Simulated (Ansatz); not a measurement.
Mulliken charges of C$_{4}$H$_{3}$F$_{3}$ (`FC1=C(F)C(F)C1`) from PBE/def2-TZVPP in Ansatz (PBE0-D4/def2-TZVP geometry).

| atom | x (Å) | y (Å) | z (Å) | charge (e) |
| --- | --- | --- | --- | --- |
| F1 | 0.377 | -2.334 | 0.570 | -0.135 |
| C2 | 0.112 | -1.101 | 0.204 | 0.123 |
| C3 | -0.473 | -0.545 | -0.852 | 0.096 |
| F4 | -1.061 | -0.985 | -1.943 | -0.141 |
| C5 | -0.153 | 0.842 | -0.408 | 0.137 |
| F6 | -1.231 | 1.653 | -0.147 | -0.189 |
| C7 | 0.483 | 0.193 | 0.857 | -0.104 |
| H8 | 0.544 | 1.404 | -1.034 | 0.056 |
| H9 | -0.065 | 0.443 | 1.767 | 0.084 |
| H10 | 1.551 | 0.378 | 0.990 | 0.071 |

**Question.** By hand: the dipole of these point charges (1 e Å = 4.8032 D).

**Answer.** Σ q r = (0.364, 0.192, 0.184) e Å, of length 0.451 e Å = 2.17 D.

**Question.** How does the dipole of the full density compare? (An estimate is asked.)

**Answer.** Ansatz gave: (0.352, 0.089, 0.121) e Å, 1.84 D; the point charges give 1.18 times that, at 14° from its direction.

Point charges leave out the atoms' own dipoles, such as those of lone pairs, and Mulliken's split depends on the basis, so the two needn't agree.
